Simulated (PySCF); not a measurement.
**A small calculation by hand: entropy of an ideal gas**

Si(Cl)3(NH2) (Cl3H2NSi), SMILES Cl[Si](N)(Cl)Cl.

Geometry optimised at PBE-D3(BJ)/def2-SVP. One conformer was computed; it need not be the lowest.

PBE-D3(BJ)/def2-SVP in PySCF 2.14.0 gives the harmonic wavenumbers 105, 142, 197, 223, 246, 279, 355, 444, 587, 588, 819, 892, 1474, 3493, 3596 cm⁻¹ and the rotational temperatures 0.0854, 0.0817, 0.0606 K. The molar mass is 150.46 g/mol, the symmetry number 1, the spin multiplicity 1.

Problem. Work out the entropy at 298.15 K and 1 atm in the rigid-rotor, harmonic-oscillator model.

Solution. 
Translation (Sackur–Tetrode at 1 atm): S = R[1.5 ln M + 2.5 ln T − 1.16487] = 171.3 J/(mol K).
Rotation: q = (√π/σ) T^1.5/√(θA θB θC) = 444000, S = R[ln q + 3/2] = 120.6 J/(mol K).
Vibration: with u = 1.4388 ν/T, each mode gives R[u/(e^u − 1) − ln(1 − e^−u)]:
| ν (cm⁻¹) | modes | u | S (J/(mol K)) |
|---|---|---|---|
| 105 | 1 | 0.51 | 14.06 |
| 142 | 1 | 0.69 | 11.62 |
| 197 | 1 | 0.95 | 9.04 |
| 223 | 1 | 1.08 | 8.09 |
| 246 | 1 | 1.19 | 7.36 |
| 279 | 1 | 1.35 | 6.44 |
| 355 | 1 | 1.71 | 4.79 |
| 444 | 1 | 2.14 | 3.41 |
| 587 | 1 | 2.83 | 1.98 |
| 588 | 1 | 2.84 | 1.97 |
| 819 | 1 | 3.95 | 0.80 |
| 892 | 1 | 4.30 | 0.60 |
| 1474 | 1 | 7.11 | 0.05 |
The stiffer modes add less than 0.005 each. Sum 70.2 J/(mol K).
Spin: R ln 1 = 0.0 J/(mol K).
Total 362.1 J/(mol K); the program's own thermochemistry gives 362.0. Translation makes up 47 % and vibration 19 %. Anharmonicity, hindered rotation and orbital degeneracy are left out.
